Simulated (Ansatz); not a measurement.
`O/C(Cl)=N/[SiH3]` → `Cl[SiH]1NCO1`  (isomerisation)

Calculated with Ansatz (gas phase, PBE0-D4/def2-TZVP geometries, no zero-point term in ΔE). CCSD(T)/CBS is the MP2 limit (def2-TZVPP, def2-QZVPP) plus CCSD(T) − MP2 in def2-TZVPP, frozen cores. Functionals use def2-TZVPP. Each species was taken in one conformer, which may not be the lowest.

```
             level  ΔE (kcal/mol)  difference from CCSD(T)/CBS
            PBE-D4          -44.8                          7.4
         r2SCAN-D4          -47.9                          4.3
           PBE0-D4          -50.0                          2.2
            B2PLYP          -48.4                          3.8
            r2SCAN          -47.9                          4.3
     HF/def2-TZVPP          -51.9                          0.3
SCS-MP2/def2-TZVPP          -51.0                          1.2
     HF/def2-QZVPP          -52.4                         -0.2
SCS-MP2/def2-QZVPP          -52.3                         -0.1
     MP2/CBS(def2)          -53.9                         -1.7
       CCSD(T)/CBS          -52.2                            0
```

Largest T1 diagnostic among the species: 0.013.

From PBE to PBE0 (25 % exact exchange), in def2-TZVPP and without D4, ΔE moves by −5.2 kcal/mol.

CCSD(T)/CBS has its own doubt, a few kJ/mol and more with outer-core shells, so smaller differences from it don't rank the levels.
